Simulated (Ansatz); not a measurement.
```yaml
crystal:
  periodic: [false, false, false]
  atoms:
    - {symbol: F, position_ang: [0.493610, -1.059310, 2.274270]}
    - {symbol: C, position_ang: [0.031210, -0.094304, 0.067141]}
    - {symbol: F, position_ang: [1.101094, -1.466110, -1.653386]}
    - {symbol: Br, position_ang: [-3.309847, 0.617708, -0.969776]}
    - {symbol: H, position_ang: [1.186541, 1.637373, 0.275928]}
basis:
  gaussian: {orbitals: def2-mTZVP, fitting: {mean_field: cc-pVTZ-jkfit}}
hamiltonian: {xc: {name: HF}}
correlation: {method: rpa}
scf: {lower_state_search: full}
```

```sh
$ ansatz run in.yaml --threads 4 --pin off --events-out ev --progress --plain --max-ram 10444MiB
```

It prints (some lines left out):

```
Functional definition: HF
474 factors; integrals over basis functions are off by at most 2.1e-1 eV
mean field evaluation 1: about -76417.9396 eV, gradient 6.5e1 eV
mean field evaluation 2: about -76173.8256 eV, gradient 2.2e2 eV
mean field evaluation 4: about -76430.9534 eV, gradient 4.3e1 eV
mean field evaluation 8: about -76437.2629 eV, gradient 2.3e0 eV
mean field evaluation 16: about -76437.5337 eV, gradient 4.9e-1 eV
mean field evaluation 32: about -76436.7974 eV, gradient 9.4e0 eV
mean field evaluation 64: about -76434.2784 eV, gradient 9.8e0 eV
mean field -76437.58370474 eV, -2809.0293898940 hartree, gradient 2.6e-6 eV, S^2 0.000000; 11 other end points of the search recorded, 0 dependent functions left out; unrestricted orbitals would lower it
mean field evaluation 160: about -76447.8606 eV, gradient 6.1e-1 eV
unrestricted determinant -76447.92750715 eV, -2809.4095176212 hartree, S^2 2.7754
12 core orbitals not correlated: weight in the atoms' cores, before any rotation towards them, 1.000 or more for the frozen orbitals, at most 0.000 for the correlated occupied ones
reference -76437.58370474 eV, -2809.0293898940 hartree; 18, 18 occupied and 66, 66 virtual orbitals, 474 factors
Total energy: -76462.34003540 eV, -2809.9391682655 hartree
```

In this input the coordinates are in bohr but typed as ångström. Self-consistency was reached. The result belongs to that input, not to the molecule as meant.
